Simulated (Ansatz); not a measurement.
Geometry optimisation, RKS r2SCAN/6-31G* (Ansatz).

input.yaml

```yaml
crystal:
  periodic: [false, false, false]
  atoms:
    - { symbol: B, position_ang: [0.043159, -0.459974, -0.391124] }
    - { symbol: F, position_ang: [0.059816, 0.157379, 2.044744] }
    - { symbol: H, position_ang: [1.056666, 0.090259, -0.67762] }
    - { symbol: F, position_ang: [-1.151076, 0.051244, -0.562102] }
    - { symbol: Cl, position_ang: [0.141237, -2.213768, 0.122821] }
    - { symbol: H, position_ang: [-0.125101, -0.739841, 2.209881] }
basis:
  gaussian: { orbitals: "6-31G*" }
hamiltonian:
  xc: r2scan
relax:
  f_tol: 0.03
  max_steps: 50
output:
  orbitals: {}
```

Run as:

```bash
$ ansatz run input.yaml --threads 1 --pin off --max-ram 2048MiB --backend cpu --events-out ev --progress --plain --runs-dir out
```

Where does it end, and by what steps?

The forces met the threshold. After 7 steps the energy has fallen by 0.057 eV; F2 moved furthest, 0.22 Å.

| step | energy less start (eV) | largest force component (eV/Å) | accepted |
| --- | --- | --- | --- |
| 0 | 0.0000 | 0.865 | yes |
| 1 | -0.0250 | 1.079 | yes |
| 2 | 0.0341 | 1.152 | no |
| 3 | -0.0513 | 0.283 | yes |
| 4 | -0.0550 | 0.170 | yes |
| 5 | -0.0562 | 0.097 | yes |
| 6 | -0.0563 | 0.100 | yes |
| 7 | -0.0565 | 0.017 | yes |

```xyz
6
Properties=species:S:1:pos:R:3
B 0.036 -0.469 -0.287
F 0.032 0.142 1.829
H 1.044 0.107 -0.536
F -1.148 0.048 -0.551
Cl 0.103 -2.219 0.096
H -0.042 -0.722 2.195
```

Whether the end is a true minimum wasn't checked by a vibrational analysis.

Run time: 29 s on 1 thread of Arm Neoverse V1, on a shared host, peak memory 0.14 GiB.
